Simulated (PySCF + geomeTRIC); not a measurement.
Species: CH₂F₂S, SMILES `FC(F)S` (F–C–S–H torsion 68°) (charge 0, multiplicity 1).

Question: Give a relaxed geometry from B3LYP-D3(BJ)/def2-TZVP (PySCF + geomeTRIC).

Answer: This is not unique; one that fits is the end point of this relaxation, one of several conformers (outside a Z-matrix the atoms follow the SMILES, hydrogens last).
Z-matrix (Å, degrees):
```
C
F 1 1.3556
F 1 1.3597 2 107.76
H 1 1.0897 2 109.16 3 117.05
S 1 1.8182 4 112.64 3 124.19
H 5 1.3435 1 93.95 4 -54.12
```
